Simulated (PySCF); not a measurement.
Cost of one run: excited-state job, `CSc1ccpc(Cl)n1`.

Method: TDDFT PBE0/def2-SVPD, vertical, gas phase, core orbitals frozen in the response (PySCF 2.14.0, density-fitted response routines). Geometry: GFN2-xTB. Work: 8 singlets by full TDDFT, 3 Tamm–Dancoff triplets, polarisability, density fitting. The input is one job of a driver script: a line of settings, then coordinates in Å.

Command:
```bash
OMP_NUM_THREADS=1 python probes_run.py task.json out
```

Input:
```
{"job": {"kind": "uv", "xc": "PBE0", "basis": "def2-SVPD", "nstates": 8, "ntriplets": 3}, "charge": 0, "multiplicity": 1}
C      2.602630     0.379703     0.247526
S      1.652977    -1.159881     0.168906
C      0.031354    -0.525490     0.005771
C     -1.034668    -1.424798    -0.089203
C     -2.330514    -0.993065    -0.218169
P     -2.843704     0.675181    -0.282725
C     -1.246025     1.378131    -0.135065
Cl    -1.180135     3.106038    -0.144862
N     -0.088993     0.790286    -0.018102
H      2.441130     0.941048    -0.666926
H      3.644372     0.094249     0.349387
H      2.271674     0.955023     1.105950
H     -0.806073    -2.480203    -0.058135
H     -3.114704    -1.736695    -0.286520
```

Hardware: one thread, Arm Neoverse V1 (aarch64), no GPU (shared host). PySCF's memory limit was set to 1040 MB.

**Question.** How large is the basis?

**Answer.** 238 functions for 90 electrons, with 984 fitting functions; the fitted three-index integrals, 984 × 238 × 239/2 numbers of 8 bytes, come to 210 MiB.

**Question.** What wall time should be expected on this hardware?

**Answer.** About 57 s. The SCF took 14 cycles.

**Question.** How much memory does it need at the peak?

**Answer.** About 1.0 GiB. Peak memory is the resident size of the whole Python process, interpreter and libraries included.

Other jobs ran on the host; a repeat could differ by tens of per cent or more.

The run converged: HOMO -6.55 eV, LUMO -2.03 eV; lowest singlet 4.01 eV; lowest triplet 2.65 eV (Tamm–Dancoff); mean polarisability 132.4 au.
